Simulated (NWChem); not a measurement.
AlIClF; SMILES [Al]([I])([F])[Cl]

All runs: NWChem. Coordinates come from a PBE0/def2-SVP optimisation. def2 effective core potentials on I; no spin-orbit coupling. Ions are spin-unrestricted doublets at the neutral geometry; other ion states weren't tried. Functional: LC-ωPBE (HJS hole) with def2-SVP; rows give the range parameter ω in 1/bohr.

```
range parameter (1/bohr)  vertical ionisation energy, ΔSCF (eV)  −ε(HOMO) (eV)  ΔSCF minus −ε(HOMO) (eV)
------------------------  -------------------------------------  -------------  ------------------------
0.20                                                          …              …                         …
0.25                                                      10.60          10.05                      0.55
0.30                                                      10.65          10.39                      0.26
0.35                                                      10.70          10.68                      0.02
0.40                                                      10.74          10.91                     -0.17
```

What belongs in the gaps?


- 0.20, vertical ionisation energy, ΔSCF (eV): 10.52
- 0.20, −ε(HOMO) (eV): 9.63
- 0.20, ΔSCF minus −ε(HOMO) (eV): 0.89
